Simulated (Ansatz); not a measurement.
CHO$_{2}$, charge -1, singlet, geometry from GFN2-xTB (a gas-phase anion, which may not be bound at this level). Base run: PBE/def2-TZVP (Ansatz, a quantum-chemistry and plane-wave program).

Geometry (Å):
```xyz
4

O     -1.0400    -0.4678    -0.0041
C     -0.0716     0.2903     0.0015
O      1.1382     0.0694     0.0020
H     -0.3564     1.4454     0.0075
```
Charge -1, spin multiplicity 1.
All else is at Ansatz's defaults.

Each row names what was changed in the base input (with any setting that the change needs).

```tsv
change	basis functions	E (Eh)
base	99	-189.08376
basis = jorge-DZP-DKH; relativity = none	50	-189.02341
basis = cc-pVDZ-DK; relativity = spin-free X2C; nucleus = Gaussian	47	-189.11034
basis = ANO-RCC-VDZP; relativity = none	47	-189.06649
basis = cc-pVDZ-DK; relativity = spin-free X2C	47	-189.11037
basis = ANO-RCC-VDZP; relativity = spin-free X2C; nucleus = Gaussian	47	-189.19981
basis = jorge-DZP-DKH; relativity = spin-free X2C	50	-189.14914
basis = jorge-DZP-DKH; relativity = spin-free X2C; nucleus = Gaussian	50	-189.14911
basis = ANO-RCC-VDZP; relativity = spin-free X2C	47	-189.19984
basis = cc-pVDZ-DK; relativity = none	47	-188.98251
```

Total energies compare only within one method and basis.

Ansatz warned in this series: the basis is contracted for relativity, which the run leaves out.

A gas-phase anion may not be bound at this level; its values then depend on the basis.

Basis sets contracted for a relativistic Hamiltonian are a mismatch without it, so the rows without relativity aren't non-relativistic limits. No row has spin-orbit coupling; sets with core potentials leave out the core electrons.
